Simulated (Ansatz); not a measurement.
`P[SiH]1CS1` + CH₃SH → `CSP` + `C1[SiH2]S1` at 700 K and 1 bar (cleavage of the P–Si bond).

Gas-phase electronic energies from Ansatz, PBE0-D4/def2-TZVP geometries. CCSD(T)/CBS adds triple-zeta CCSD(T) − MP2 to the extrapolated MP2 energy (def2 sets, frozen cores). This one scheme is used for every species. One conformer a species, not always the lowest.

```json
{"species": "`P[SiH]1CS1`", "CCSD(T)/CBS energy (Eh)": "-1068.85395", "H − E (kJ/mol)": "214.9", "S (J/(mol·K))": "437.7"}
{"species": "CH₃SH", "CCSD(T)/CBS energy (Eh)": "-438.22835", "H − E (kJ/mol)": "160.2", "S (J/(mol·K))": "309.0"}
{"species": "`CSP`", "CCSD(T)/CBS energy (Eh)": "-779.77158", "H − E (kJ/mol)": "205.7", "S (J/(mol·K))": "393.2"}
{"species": "`C1[SiH2]S1`", "CCSD(T)/CBS energy (Eh)": "-727.30403", "H − E (kJ/mol)": "168.0", "S (J/(mol·K))": "353.4"}
```

H − E and S are ideal-gas, rigid-rotor, harmonic terms from PBE0-D4/def2-TZVP, for one conformer and one mirror image of each species. 1 Eh = 2625.50 kJ/mol, R = 8.31446 J/(mol·K).

Q: By hand: ΔE, ΔH, ΔS and ΔG.

A: ΔE = (-779.77158) + (-727.30403) − (-1068.85395) − (-438.22835) = 0.00669 Eh = 17.6 kJ/mol. Δ(H − E) = 205.7 + 168.0 − 214.9 − 160.2 = -1.4, so ΔH = 16.2 kJ/mol. ΔS = 393.2 + 353.4 − 437.7 − 309.0 = -0.1 J/(mol·K). ΔG = 16.2 − 700 × (-0.1)/1000 = 16.3 kJ/mol.

Q: By hand: the equilibrium constant, and the temperature at which ΔG would vanish if ΔH and ΔS stayed fixed.

A: log₁₀ K = −ΔG/(RT ln 10) = -1.2. ΔH and −TΔS have one sign here, so there is no such temperature.

The number of gas molecules stays the same, so ΔS is small and ΔH decides. A doubt of 5 kJ/mol in ΔE shifts log₁₀ K by 0.4 here. Other conformers and mirror images would add mixing entropy, several J/(mol·K) or more a flexible species. These are equilibria of isolated gas molecules and say nothing of rates. Largest T1 diagnostic: 0.013 (customary marks: 0.02 for closed shells, 0.045 for open ones).

ΔS is within the doubt of such terms, so its sign, and with it that verdict, could turn.
